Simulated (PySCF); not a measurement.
Deuteron quadrupole couplings in `C#Cc1nnn(C)c1C`

Species: C6H7N3.
Structure used (GFN2-xTB), in Å, numbered top down from 1:
```
atom  x, y, z in Å
C1     3.234   -0.593   -1.622
C2     2.145   -0.741   -1.138
C3     0.868   -0.894   -0.573
N4     0.208   -2.077   -0.501
N5    -0.922   -1.894    0.056
N6    -1.052   -0.604    0.370
C7    -2.233   -0.101    1.001
C8     0.055    0.082   -0.005
C9     0.243    1.535    0.201
H10    4.186   -0.477   -2.044
H11   -1.990    0.356    1.963
H12   -2.905   -0.942    1.155
H13   -2.718    0.642    0.366
H14    0.177    1.786    1.261
H15    1.221    1.830   -0.172
H16   -0.523    2.102   -0.329
```

Level: PBE0/pcSseg-1 (PySCF, non-relativistic); Q(2H) = 0.00286 b; rigid geometry, the same for H and D, with no vibrational averaging.

**Question.** Rank these positions by the coupling χzz of a deuteron there, largest first.
A. H14 (methyl hydrogen)
B. H10 (alkyne hydrogen)
C. H13 (methyl hydrogen)

**Answer.** B (268 kHz), A (206 kHz), C (200 kHz).

**Question.** Tabulate Vzz, the asymmetry η and χzz = 234.96 MHz × Q × Vzz for every hydrogen position.

**Answer.** 
```
atom  bonded to  bond length (Å)  Vzz (au)     η  χzz (kHz)
 H10         C1            1.048    0.3981  0.01        268
 H11         C7            1.092    0.2983  0.07        200
 H12         C7            1.088    0.3017  0.06        203
 H13         C7            1.092    0.2979  0.07        200
 H14         C9            1.091    0.3067  0.03        206
 H15         C9            1.087    0.3093  0.03        208
 H16         C9            1.091    0.3069  0.03        206
```

**Question.** How does χzz go with the bond length over the 7 C–H bonds?

**Answer.** A straight-line fit has a slope of -15.2 kHz for each 0.01 Å, with a correlation coefficient of -0.99, over lengths from 1.048 to 1.092 Å. The longer bonds have the smaller couplings here.

**Question.** Give the 2H NMR doublet splittings at H11 for a magnetic field along the z, y and x axes of the gradient: 3χ/2, 3χ(1 + η)/4, 3χ(1 − η)/4.

**Answer.** With |χ| = 200.5 kHz and η = 0.070: 301, 161 and 140 kHz, to first order and without motion.

Isolated species at its GFN2-xTB geometry, gas phase. GFN2-xTB bond lengths can be off by several hundredths of an ångström, more for odd bonds, and the gradients follow them. With a basis this small, the couplings can be 20 % off.
